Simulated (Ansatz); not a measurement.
In₁₂Sb₁₁H₃₂⁻, a nanocrystal cut from zinc blende InSb (hydrogen-capped). Charge -1, multiplicity 1. Geometry r2SCAN-D4/def2-SVP, basis def2-TZVP, Ansatz.

```xyz
55

Sb    0.2306   -4.4167   -2.8740
Sb    1.6821    2.8171   -3.9383
Sb   -1.8973    3.9917   -0.7406
Sb   -3.2724   -3.5439   -0.2314
Sb   -4.2292    0.4499    0.6718
Sb   -0.8938   -0.1434   -2.2117
Sb    2.9598   -1.7881   -0.7725
Sb    2.0987    2.3996    0.4815
Sb   -0.3499   -1.3484    2.3103
Sb   -1.5203    2.8724    3.2228
Sb    2.6915    0.8958    4.5543
In    0.5575    0.2515   -4.6371
In   -2.0986   -2.6799   -2.6247
In    3.0196   -4.3354   -2.1459
In   -3.0863    1.5246   -1.6998
In    3.3766    3.6559   -1.7479
In    0.1523    4.2170    1.2915
In   -5.6612   -2.0301    0.2828
In   -0.9594   -3.9954    1.4055
In   -2.5993    0.1765    2.9817
In    0.7864   -0.0863    0.0725
In    4.1183    2.3532    2.5085
In    1.4184   -1.7038    4.5246
H    -0.3063   -5.9459   -2.3497
H     0.2526   -4.8511   -4.5292
H     2.2886    3.5734   -5.3498
H     0.3043    3.8232   -3.8493
H    -3.1865    5.0145   -0.2748
H    -1.4279    4.9527   -2.0703
H    -3.8245   -5.0909   -0.7168
H    -5.3967    1.6112    1.1424
H     3.9787   -0.7339   -1.6442
H     3.9894   -1.9026    0.5829
H    -2.8474    3.9247    3.4619
H    -0.8530    3.1384    4.7703
H     1.4820    1.9769    5.0884
H     3.6032    1.0223    5.9982
H    -0.5088    0.4892   -5.9816
H     1.8727   -0.8859   -4.5980
H    -2.9265   -2.7734   -4.1510
H     3.9251   -4.0876   -3.5997
H     3.2872   -5.5422   -0.9404
H    -4.2311    1.9210   -2.9406
H     3.1652    5.3737   -1.5983
H     4.8934    2.8717   -2.0511
H     0.4332    5.8715    1.7227
H    -6.5700   -1.9211   -1.1901
H    -6.3187   -2.4804    1.8229
H    -1.3207   -5.0219    2.7541
H     0.2974   -4.3564    0.2399
H    -3.4948   -0.1473    4.4318
H     5.3951    1.2945    2.0057
H     4.3477    3.9708    3.0953
H     2.6774   -2.7967    4.0470
H     0.4959   -1.8261    5.9875
```

```
run  HOMO (eV)  LUMO (eV)
  A      -3.55      -0.56
  B      -3.36      -0.72
  C      -4.14      -0.05
  D      -4.28       0.01
```

In the def2 sets In, Sb take a core potential; there is no spin–orbit coupling. Single mean-field runs in def2-TZVP are fitted with def2-universal-jkfit.

**Question.** The runs used PBE, PBE0, r2SCAN, r2SCAN0. Estimate which is which.

**Answer.** A r2SCAN (0 % exact exchange); B PBE (0 % exact exchange); C PBE0 (25 % exact exchange); D r2SCAN0 (25 % exact exchange). Exact exchange lowers occupied and raises empty levels; among semilocal functionals meta-GGAs tend to open the gap a little, and such runs are hard to tell apart. The gap grows from 2.64 eV (PBE) to 4.29 eV (r2SCAN0).
